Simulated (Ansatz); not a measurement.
Ansatz (a first-principles code) input:

Ansatz 0.2 input:
```yaml
crystal:
  periodic: [false, false, false]
  atoms:
    - {symbol: Ta, position_ang: [0.26388819, 0.51971232, 0.19821889]}
    - {symbol: O, position_ang: [1.45775179, -0.63786189, -0.35979529]}
    - {symbol: F, position_ang: [-0.80102769, -0.47489397, 1.41420108]}
    - {symbol: F, position_ang: [-0.97927586, 0.61727769, -1.23285168]}
basis:
  gaussian:
    orbitals: def2-TZVP
hamiltonian:
  xc: b3lyp
  dispersion: d3bj
total_charge: 1
relax: {f_tol: 0.002, max_steps: 150}
```

Task: What final total energy does it print?

Result: -331.92050 Eh (B3LYP-D3(BJ)/def2-TZVP). The basis has 133 functions. The run takes roughly 27 core-seconds.
